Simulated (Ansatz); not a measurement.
Consider the ligand exchange at the Sn–O bond: `[SiH3][SiH2][O][SnH3]` + HCl → `[Cl][SnH3]` + `O[SiH2][SiH3]`.

Gas-phase electronic energies from Ansatz, PBE0-D4/def2-TZVP geometries. CBS: MP2 limit from def2 TZ/QZ plus the TZ coupled-cluster correction, frozen cores. This one scheme is used for every species. Functionals use def2-TZVPP. def2 core potentials past Kr. For Sn outer-core shells are correlated without core-valence functions, which leaves a few kJ/mol of doubt a bond. One conformer a species, not always the lowest.

`[SiH3][SiH2][O][SnH3]`:

Cartesian coordinates in Å:
```
Si 0.280 -2.449 -0.738
Si -0.065 -0.135 -0.855
O -0.007 0.490 0.651
Sn -0.186 2.281 1.441
H -0.769 -3.103 0.091
H 1.609 -2.759 -0.143
H 0.230 -3.037 -2.106
H -1.383 0.143 -1.505
H 0.972 0.483 -1.738
H 0.023 2.012 3.106
H 1.044 3.240 0.755
H -1.747 2.835 1.040
```

HCl:

```xyz
2

Cl   -0.221    0.229    0.555
H     0.221   -0.229   -0.555
```

`[Cl][SnH3]`:

Cartesian coordinates in Å:
```
Cl -1.305 -1.335 1.064
Sn 0.112 0.115 -0.091
H -0.861 1.408 -0.611
H 0.752 -0.785 -1.384
H 1.302 0.597 1.023
```

`O[SiH2][SiH3]`:

```xyz
9

O     1.168   -0.986   -1.398
Si   -0.286   -0.741   -0.649
Si   -0.138    0.808    1.109
H     1.600   -0.225   -1.788
H    -1.319   -0.262   -1.614
H    -0.699   -2.072   -0.140
H    -1.483    1.028    1.709
H     0.366    2.115    0.599
H     0.790    0.335    2.172
```

| level | ΔE (kcal/mol) |
| --- | --- |
| ωB97X-V | -13.2 |
| ωB97M-V | -13.6 |
| SCS-MP2/def2-TZVPP | -11.4 |
| HF/CBS(def2) | -14.5 |

Problem. What does CCSD(T)/CBS give? (Best estimate.)

Solution. Ansatz gave: -12.0 kcal/mol. The listed levels differ from it by -1.2, -1.6, 0.6, -2.5 kcal/mol.

Largest T1 diagnostic among the species: 0.014.

In def2-TZVPP, CCSD(T) changes the Hartree–Fock value by +3.5 kcal/mol (the triples alone add +0.4 kcal/mol) and MP2 by +3.0 kcal/mol. The D4 term adds +1.5 kcal/mol with B3LYP and +0.9 kcal/mol with PBE0; it sums over pairs of atoms, weighted by their polarisabilities, and B3LYP, whose exchange is more repulsive, gets the larger term.

B3LYP here is the variant with VWN-RPA as its local correlation; programs differ in this.
